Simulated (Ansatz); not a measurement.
# Which isomer of CH8B2N2 gives these data?

These gas-phase data were calculated for one isomer of CH8B2N2 at B3LYP-D3(BJ)/def2-SVP (harmonic, unscaled wavenumbers; equilibrium rotational constants with average atomic masses):

| Quantity | Value |
| --- | --- |
| rotational constants | 7.583, 3.866, 2.602 GHz |
| all wavenumbers above 1500 cm⁻¹ | 3695, 3593, 3554, 3113, 3107, 3032, 2642, 2556, 1604 |

Candidates:

(1) `BN(C)BN`, a singlet
(2) `BNBNC`, a singlet
(3) `BNB(C)N`, a singlet

Q: Which candidate do the data belong to?

A: Candidate (3). 3 modes lie between 3250 and 3800 cm⁻¹, one for each N–H bond, while (1) has 2, (2) has 2.

The same quantities for all candidates:

|  | rotational constants (GHz) | wavenumbers above 1500 cm⁻¹ | E above the lowest, B3LYP-D3(BJ)/def2-SVP (kcal/mol) |
| --- | --- | --- | --- |
| (1) | 8.912, 3.938, 2.779 | 3702, 3603, 3140, 3071, 3010, 2650, 2631, 2553, 1602 | 16.5 |
| (2) | 16.63, 2.51, 2.211 | 3591, 3581, 3131, 3058, 3003, 2627, 2589, 2544, 1581 | 15.1 |
| (3) | 7.583, 3.866, 2.602 | 3695, 3593, 3554, 3113, 3107, 3032, 2642, 2556, 1604 | 0.0 |

Each candidate is one conformer. Programs: Ansatz 0.2.0.
